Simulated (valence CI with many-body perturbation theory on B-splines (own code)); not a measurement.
## Which ion has this spectrum?

A relativistic CI+MBPT calculation for an atom or ion with 15 electrons gives these levels (cm⁻¹):

| J | Parity | E | g |
| --- | --- | --- | --- |
| 3/2 | odd | 0 | 1.49 |
| 3/2 | odd | 223748 | 1.37 |
| 5/2 | odd | 273845 | 1.20 |
| 1/2 | odd | 337025 | 0.66 |
| 3/2 | odd | 563199 | 1.26 |
| 5/2 | even | 852457 | 1.52 |
| 3/2 | even | 925627 | 1.04 |
| 1/2 | even | 984420 | 2.38 |
| 3/2 | even | 1019067 | 1.09 |
| 5/2 | even | 1070082 | 1.17 |
| 3/2 | even | 1122156 | 1.23 |
| 5/2 | even | 1162113 | 1.19 |
| 3/2 | even | 1168422 | 1.02 |
| 1/2 | even | 1177220 | 0.44 |

The energies are calculated, and their last digits are not significant.

Which is it?
A. Mo27+
B. Pd31+
C. Rh30+
D. Ru29+

C. Rh30+, ground level (3s^2 3p1/2^2 3p3/2) J=3/2.
